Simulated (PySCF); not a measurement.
Cl₂Si, SMILES Cl[Si]Cl, singlet, CAM-B3LYP/def2-SVP optimised geometry.

```
3

Si    -0.83    -1.02     0.00
Cl     1.25    -1.02     0.00
Cl    -1.25     1.02     0.00
```

Density from CAM-B3LYP/def2-TZVP in PySCF 2.14.0 at that geometry.

Minimum of the electron density along straight lines between bonded atoms, close to the bond critical point (lines longer than 1.1 times the sum of covalent radii, or with two minima, are not listed):

```json
[
 {"bond": "Si1–Cl2", "length / Å": "2.087", "ρ at the minimum / e bohr⁻³": "0.095", "∇²ρ there / e bohr⁻⁵": "0.16", "position (fraction from the first atom)": "0.37"},
 {"bond": "Si1–Cl3", "length / Å": "2.087", "ρ at the minimum / e bohr⁻³": "0.095", "∇²ρ there / e bohr⁻⁵": "0.16", "position (fraction from the first atom)": "0.37"}
]
```
